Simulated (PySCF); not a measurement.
Two structures of CH5GaO, closed shell, reached by relaxing down either side of one saddle point (PBE0-D4/def2-TZVP). Energies are electronic, without zero-point energy. Computed with PySCF 2.14 with density fitting (its default auxiliary sets; JK sets also for MP2 and CCSD(T)) (basis: def2-TZVPP and def2-QZVPP); correlated methods freeze the cores. Filled d shells of the heavier atoms are correlated. The def2 sets are not built for correlating such inner shells, so the correlated values are less sure here. Extrapolation: Hartree–Fock as exp(−7.88 √X), correlation as X^−2.97. First:

```
8
angstrom
Ga -0.4227 -0.5516 -0.1996
H -1.7795 -1.0577 -0.8042
O 0.7323 -1.8165 0.3351
H 0.4199 -2.7133 0.2037
C 0.2126 1.2761 0.0615
H 1.1959 1.2713 0.5325
H -0.4799 1.8404 0.6904
H 0.2811 1.7981 -0.8959
```

Second:

```xyz
8
angstrom
Ga 0.9160 -0.3648 0.4585
H -1.6165 -1.9007 -0.8858
O 1.5487 -1.8478 0.7799
H -1.0379 -2.2539 -0.5666
C 0.1686 1.3661 0.0790
H 0.8492 2.1486 0.4159
H -0.7859 1.4741 0.5949
H 0.0087 1.4678 -0.9949
```

(1) Which bonds change from the first to the second?

(2) Give the saddle point's structure and its height above each. (Judge from chemistry; the value comes from the calculation.)

T1 diagnostic: at most 0.025.

## Answers

(1) CH₅GaO ([CH3][GaH][OH]) → CH₃GaO ([CH3][Ga][O]) + H₂; bonds formed: H2–H4; bonds broken: Ga1–H2, O3–H4.

(2) Computed: 283.3 kJ/mol above the first and 87.6 kJ/mol above the second (CCSD(T) at an estimated basis limit (MP2 extrapolated from triple and quadruple zeta, plus CCSD(T) − MP2 in triple zeta)).
Ga1  (0.401, -0.525, 0.209)
H2  (-1.040, -1.727, -0.531)
O3  (0.980, -2.096, 0.512)
H4  (-0.290, -2.166, -0.143)
C5  (0.043, 1.360, 0.018)
H6  (0.861, 1.947, 0.436)
H7  (-0.883, 1.607, 0.540)
H8  (-0.072, 1.600, -1.040)
(Å)

Labels in which every atom is bracketed show which atoms are joined, not bond orders.

For scale, one of the runs: CCSD(T)/def2-TZVPP, 180 basis functions, launched by `OMP_NUM_THREADS=4 python run.py`. Time: 5 min of wall clock on 4 CPU threads of an Arm Neoverse V2; the host was shared. Peak host memory: 2 GiB.
